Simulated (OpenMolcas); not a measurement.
# Se: effect of correlating more closed shells

- Program: OpenMolcas
- Basis: ANO-RCC-VDZP [5s4p2d]
- Scalar Hamiltonian: DKH2, point nucleus
- Active space: 4 electrons in 3 orbitals (4p)
- State averaging: 2S+1 = 3 even, 3 roots; 2S+1 = 1 even, 6 roots
- Spin-orbit coupling: RASSI with atomic mean-field integrals over the reference wave functions, term energies averaged over their components

Methods on the same reference wave functions:
A. CASSCF
B. SS-CASPT2, IPEA 0.25 Eh, imaginary shift 0.1 Eh (closed shells correlated: 3d 4s)
C. SS-CASPT2, IPEA 0.25 Eh, imaginary shift 0.1 Eh (closed shells correlated: 3s 3p 3d 4s)

Energies in cm⁻¹ above 4s² 4p⁴ ³P₂, the measured ground level; measured values from NIST Handbook of Basic Atomic Spectroscopic Data.

```json
{"Level": "4s² 4p⁴ ³P₂", "A": "0.0", "B": "0.0", "C": "0.0", "Measured": "0.0"}
{"Level": "4s² 4p⁴ ³P₁", "A": "1839", "B": "1851", "C": "1852", "Measured": "1989"}
{"Level": "4s² 4p⁴ ³P₀", "A": "2466", "B": "2440", "C": "2440", "Measured": "2534"}
{"Level": "4s² 4p⁴ ¹D₂", "A": "11777", "B": "10760", "C": "10740", "Measured": "9576"}
{"Level": "4s² 4p⁴ ¹S₀", "A": "27771", "B": "24090", "C": "24050", "Measured": "22446"}
```

Deviations, from unrounded energies. A percentage is the sum of absolute deviations over the sum of measured energies, with the sign that they share, or ± where signs differ.

```
                        Against measurement  Levels      A     B     C
             mean absolute deviation (cm-1)       4   1900   770   750
      fine structure of the ground term (%)       2   -4.8  -5.2  -5.2
other terms of the ground configuration (%)       2  +23.5  +8.9  +8.7
```

B, C lie about equally close to measurement and A furthest from it. The largest miss of C in the table is 4s² 4p⁴ ¹S₀, by +1600 cm-1. The ranking rests on the paired levels alone, and a cruder setting can come out closer through cancelling errors.

Between B and C the level of the table that moves most is 4s² 4p⁴ ¹S₀, by 39 cm-1 (lowest in C, highest in B). Moves below CASPT2's spread within the term are not significant.

The mean deviations of B to C differ by less than CASPT2's widest spread within a term (130 cm-1), so their order carries little weight.

From A to B the spin-free energies of the other terms of 4s² 4p⁴ shown, above ³P, scale by factors of 0.86 to 0.90.

The lowest spin-free term lies below A's lowest term by 0.090 hartree in B, 0.096 hartree in C.

What an inner shell adds also hangs on whether the basis holds functions to correlate it.

Term energies are means over components that CASPT2 splits; among the terms shown or strongly mixed into the levels shown the widest spread is 130 cm-1 (4s² 4p⁴ ¹D, C). With the s shell closed, the reference lacks s² → p² mixing. Without dynamic correlation excited terms often stand tens of per cent too high (terms of higher spin than the ground term too low), and those without a measured partner can miss by more than the paired ones (holds for A). Computed and measured levels are paired by configuration, term and J; levels that our copy of the source lacks, or whose pairing is in doubt (as where it misses far off the trend of its configuration), stay unpaired and out of the deviations. Only configurations of the active space appear.
